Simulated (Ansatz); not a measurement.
NiF2, 3 atoms. Hardware: 4 threads of Arm Neoverse V1 on a shared host.

Correlated methods freeze 7 core orbitals; core or outer-core shells of Ni are correlated, in sets that lack core-valence functions.

How many basis functions does each of these Ansatz runs have, and roughly what does it cost? PBE0-D4/def2-TZVP, charge 0 unrestricted singlet, energy, from earlier orbitals; PBE-QIDH/def2-TZVP, charge 0 quintet, energy, from earlier orbitals; PBE0-D4/def2-SVP, charge 0 unrestricted singlet, energy with a search over starts; LDA (SPW92)/def2-TZVP, charge 0 triplet, energy, from earlier orbitals; r2SCAN-D4/def2-TZVPD, charge -1 doublet at the geometry of the charge 0 singlet, energy, from earlier orbitals; revPBE-D4/def2-TZVP, charge 0 triplet, energy, from earlier orbitals; PBE0-D4/def2-TZVPD, charge 0 singlet, energy, from earlier orbitals; B97M-V/def2-TZVP, charge 0 singlet, energy, from earlier orbitals; PBE0-D4/def2-TZVP, charge 0 singlet, energy, from earlier orbitals; r2SCAN-D4/def2-TZVP, charge 0 quintet, energy, from earlier orbitals; PBE-D4/def2-SVP, charge 0 singlet, energy, from earlier orbitals; r2SCAN-D4/def2-TZVP, charge 1 doublet at the geometry of the charge 0 singlet, energy, from earlier orbitals.

Other jobs shared the machine, so times can vary by a factor of up to 3. A dash marks memory too small to be measured apart from the calling script's.

```json
{"run": "PBE-D4/def2-SVP, charge 0 singlet, energy, from earlier orbitals", "functions": "59", "fitting or Cholesky vectors": "688", "wall time": "0.5 s", "peak host memory (GiB)": "–"}
{"run": "LDA (SPW92)/def2-TZVP, charge 0 triplet, energy, from earlier orbitals", "functions": "107", "fitting or Cholesky vectors": "759", "wall time": "0.8 s", "peak host memory (GiB)": "–"}
{"run": "PBE0-D4/def2-TZVP, charge 0 singlet, energy, from earlier orbitals", "functions": "107", "fitting or Cholesky vectors": "850", "wall time": "1.2 s", "peak host memory (GiB)": "–"}
{"run": "PBE0-D4/def2-TZVPD, charge 0 singlet, energy, from earlier orbitals", "functions": "128", "fitting or Cholesky vectors": "963", "wall time": "1.4 s", "peak host memory (GiB)": "–"}
{"run": "revPBE-D4/def2-TZVP, charge 0 triplet, energy, from earlier orbitals", "functions": "107", "fitting or Cholesky vectors": "759", "wall time": "1.9 s", "peak host memory (GiB)": "–"}
{"run": "B97M-V/def2-TZVP, charge 0 singlet, energy, from earlier orbitals", "functions": "107", "fitting or Cholesky vectors": "759", "wall time": "2.1 s", "peak host memory (GiB)": "–"}
{"run": "r2SCAN-D4/def2-TZVPD, charge -1 doublet at the geometry of the charge 0 singlet, energy, from earlier orbitals", "functions": "128", "fitting or Cholesky vectors": "856", "wall time": "4.1 s", "peak host memory (GiB)": "–"}
{"run": "r2SCAN-D4/def2-TZVP, charge 0 quintet, energy, from earlier orbitals", "functions": "107", "fitting or Cholesky vectors": "759", "wall time": "7 s", "peak host memory (GiB)": "–"}
{"run": "PBE0-D4/def2-SVP, charge 0 unrestricted singlet, energy with a search over starts", "functions": "59", "fitting or Cholesky vectors": "592", "wall time": "7 s", "peak host memory (GiB)": "–"}
{"run": "r2SCAN-D4/def2-TZVP, charge 1 doublet at the geometry of the charge 0 singlet, energy, from earlier orbitals", "functions": "107", "fitting or Cholesky vectors": "759", "wall time": "10 s", "peak host memory (GiB)": "–"}
{"run": "PBE0-D4/def2-TZVP, charge 0 unrestricted singlet, energy, from earlier orbitals", "functions": "107", "fitting or Cholesky vectors": "850", "wall time": "12 s", "peak host memory (GiB)": "–"}
{"run": "PBE-QIDH/def2-TZVP, charge 0 quintet, energy, from earlier orbitals", "functions": "107", "fitting or Cholesky vectors": "850", "wall time": "15 s", "peak host memory (GiB)": "–"}
```
